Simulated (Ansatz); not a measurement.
Gas-phase reaction in SMILES: [Cl][Be][Cl] -> [Cl][Be][Cl] as triplet, charge 0 (to the triplet)

Property: adiabatic triplet-singlet gap, E(triplet) - E(singlet) (0 K, with zero-point energies), in eV. Set-up: LANL2DZ with its own core potentials from Na on; valence correlation only; 6-31G* and kin with 6d, 5d where marked; non-relativistic; 6-311+G** with 5d, 6d on Na to Ar in Ansatz (a first-principles code); spin-orbit terms left out; open shells spin-unrestricted. First-principles rows: single points at B3LYP-D3(BJ) geometries (Ansatz), with unscaled harmonic terms from B3LYP/6-31G* at its own minima. Levels can end on unlike triplets.

```tsv
level	program	adiabatic triplet-singlet gap, E(triplet) - E(singlet) (0 K, with zero-point energies) (eV)
MP2/STO-3G	Ansatz	5.19
MP2/3-21G	Ansatz	4.90
MP2/LANL2DZ	Ansatz	4.94
MP2/6-31G*	Ansatz	5.15
MP2/6-311+G**	Ansatz	5.15
```

No value to compare with is used here. The 5 habitual levels span 4.90 (MP2/3-21G) to 5.19 eV (MP2/STO-3G).

The sets are all those run for this method; runs whose electronic state is in doubt are left out.
